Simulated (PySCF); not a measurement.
C6H7BN2.
SMILES with atom numbers: `[BH3-:1][n+:2]1[cH:3][cH:4][cH:5][cH:6][c:7]1[C:8]#[N:9]` (hydrogens: H10, H11, H12 on B1; H13 on C3; H14 on C4; H15 on C5; H16 on C6)

Theory: PBE0-D3(BJ)/def2-SVP geometry optimisation, gas phase (PySCF 2.14.0).

Task: What internal coordinates does the optimisation give?

Result: 
```json
{"bond": "B1–N2", "length (Å)": "1.601"}
{"bond": "N2–C3", "length (Å)": "1.341"}
{"bond": "C3–C4", "length (Å)": "1.385"}
{"bond": "C4–C5", "length (Å)": "1.394"}
{"bond": "C5–C6", "length (Å)": "1.387"}
{"bond": "C6–C7", "length (Å)": "1.399"}
{"bond": "C7–C8", "length (Å)": "1.436"}
{"bond": "C8≡N9", "length (Å)": "1.159"}
{"bond": "N2–C7", "length (Å)": "1.346"}
{"bond": "B1–H10", "length (Å)": "1.216"}
{"bond": "B1–H11, B1–H12", "length (Å)": "1.226"}
{"bond": "C3–H13", "length (Å)": "1.091"}
{"bond": "C4–H14", "length (Å)": "1.091"}
{"bond": "C5–H15", "length (Å)": "1.092"}
{"bond": "C6–H16", "length (Å)": "1.090"}
```

Bonds in one row agree within 0.01 Å and their mean is given. A selection of angles:
```json
{"angle": "B1–N2–C3", "degrees": "118.2"}
{"angle": "B1–N2–C7", "degrees": "123.1"}
{"angle": "C3–N2–C7", "degrees": "118.7"}
{"angle": "N2–C3–C4", "degrees": "122.7"}
{"angle": "C3–C4–C5", "degrees": "119.0"}
{"angle": "C4–C5–C6", "degrees": "118.6"}
{"angle": "C5–C6–C7", "degrees": "119.1"}
{"angle": "C6–C7–C8", "degrees": "118.2"}
{"angle": "N2–C7–C6", "degrees": "121.9"}
{"angle": "N2–C7–C8", "degrees": "119.9"}
{"angle": "C7–C8–N9", "degrees": "170.4"}
```

Of the pairs four or more bonds apart, C8···H10 is among the closest relative to their van der Waals radii: 2.41 Å, 83 % of the sum of Bondi's values. N2 (nitrogen bonded to B and 2 C) is planar (angles 123.1°, 118.7° and 118.2°, sum 360.0°, 0.00 Å off the plane of its three neighbours). The C–N distances run from 1.159 Å (C8≡N9, drawn triple) to 1.346 Å (N2–C7, aromatic), a spread of 0.187 Å. B1 (four-coordinate boron) is distorted tetrahedral (angles from 105.0° to 113.7°). The 9 heavy atoms lie in one plane (0.004 Å rms). The 6-membered ring N2–C3–C4–C5–C6–C7 has internal angles of 118.6° to 122.7°; it is planar, 0.00 Å rms from its mean plane, widest ring torsion 0°. The C–C distances run from 1.385 Å (C3–C4, aromatic) to 1.436 Å (C7–C8, drawn single), a spread of 0.051 Å.

Point group: near Cs, missed by 0.26 Å at most; the miss may be what the optimiser left on a soft mode. Whether it is a minimum is left open (no frequencies).
